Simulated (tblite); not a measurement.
C5H9Cl2 (doublet state).
Atom-mapped SMILES: `[CH2:1][C:2]([CH3:3])([CH3:4])[CH:5]([Cl:6])[Cl:7]` (hydrogens: H8, H9 on C1; H10, H11, H12 on C3; H13, H14, H15 on C4; H16 on C5)

Cartesian coordinates in Å at the GFN2-xTB level; atoms count from 1:
```
atom  x, y, z in Å
C1     0.218   -0.092   -1.598
C2     0.069    0.025   -0.132
C3     1.361   -0.431    0.567
C4    -0.283    1.455    0.278
C5    -1.058   -0.954    0.292
Cl6   -1.367   -0.927    2.043
Cl7   -2.576   -0.586   -0.554
H8    -0.134    0.679   -2.252
H9     0.618   -0.991   -2.026
H10    1.241   -0.399    1.646
H11    2.175    0.232    0.285
H12    1.621   -1.445    0.273
H13    0.501    2.133   -0.050
H14   -0.379    1.529    1.358
H15   -1.221    1.762   -0.178
H16   -0.794   -1.982    0.036
```

The geometry is computed with GFN2-xTB (gas phase). This method treats the open shell by occupation alone, without spin polarisation.

Take the most abundant isotopes and a rigid rotor. The values belong to one conformer with, in the numbering `[CH2:1][C:2]([CH3:3])([CH3:4])[CH:5]([Cl:6])[Cl:7]`, H–C1–C2–C3 -137° and 47°, C1–C2–C5–Cl6 180°.

**Question.** What are A, B and C (MHz)?

**Answer.** Ia = 254.82, Ib = 299.63, Ic = 439.51 u·Å²; 505379 MHz·u·Å²/I gives A = 1983, B = 1687, C = 1150 MHz.

**Question.** What kind of rotor is it?

**Answer.** An asymmetric top. Ray's parameter κ = (2B − A − C)/(A − C) = 0.288; −1 is the prolate and +1 the oblate limit.

**Question.** Is it planar, by Δ = Ic − Ia − Ib?

**Answer.** Not planar: Δ = Ic − Ia − Ib = -114.94 u·Å². For a rigid frame Δ = −2 Σ m c², so Σ m c² = 57.47 u·Å² lies off the ab plane: 18.98 from hydrogen and 38.49 from heavier atoms. The atom farthest from that plane is 1.94 Å away.

**Question.** Give the other two planar moments, Paa and Pbb, and the rms extents of the mass along the axes.

**Answer.** Paa = Σ m a² = (Ib + Ic − Ia)/2 = 242.16 and Pbb = Σ m b² = (Ia + Ic − Ib)/2 = 197.35 u·Å². With the mass M = 139.01 u, the rms extents √(P/M) along a, b and c are 1.32, 1.19, 0.64 Å.

**Question.** List the rotational levels J(Ka,Kc) to J = 2 (MHz).

**Answer.** Above 0(0,0):
J = 1: 1(0,1) 2837, 1(1,1) 3133, 1(1,0) 3670
J = 2: 2(0,2) 8176, 2(1,2) 8269, 2(1,1) 9880, 2(2,1) 10770, 2(2,0) 11103
The levels of one J sum to (2J + 1)J(J + 1)(A + B + C)/3.

For this open shell read J as N, the rotation without spin; fine and hyperfine splittings come on top. Its GFN2-xTB frequencies are all real (lowest 70 cm⁻¹). Constants of a rigid frame at the computed geometry: no zero-point averaging, no centrifugal distortion.
